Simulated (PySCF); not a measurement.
Vertical excitations of a molecule C₃H₆BFO₂ from PySCF 2.14.0 with TDA-B3LYP/def2-SVPD, as energy in eV (oscillator strength): 5.85 (0.004), 6.69 (0.032), 6.81 (0.212), 7.42 (0.045), 7.54 (0.004), 7.78 (0.083), 8.05 (0.020), 8.17 (0.054), 8.23 (0.007), 8.37 (0.096). Lowest triplet (TDA): 4.30 eV. Coordinates come from a ωB97X-D3(BJ)/def2-SVP optimisation. One conformer was computed; it need not be the lowest.

Which structure fits?
(A) OC[C@H]1OCB1F
(B) O=CB(CO)CF
(C) C=COB(O)CF
(D) C=C(C)OB(O)F

D, C=C(C)OB(O)F
